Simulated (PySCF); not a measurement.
C3H4BFO2, SMILES O1B(F)C=COC1.

Geometry: PBE0-D3(BJ)/def2-SVP. This is a generated structure with no PubChem entry under its InChIKey; it may be hypothetical. The values are those of a single conformer.

Method: HF/def2-TZVP (PySCF).

Isolated molecule, no solvent.

* **total energy**: -390.04407 hartree
* **highest occupied level**: -10.09 eV
* **lowest empty level**: 2.90 eV
* **orbital gap**: 12.99 eV
* **dipole moment**: 2.68 D
* **quadrupole, principal values (traceless, Buckingham form, about the centre of nuclear charge)**: -6.54, -0.28, 6.82 D·Å
* **mean static polarisability**: 48.2 bohr³ (7.14 Å³)
* **polarisability, principal values**: 36.5, 49.6, 58.3 bohr³
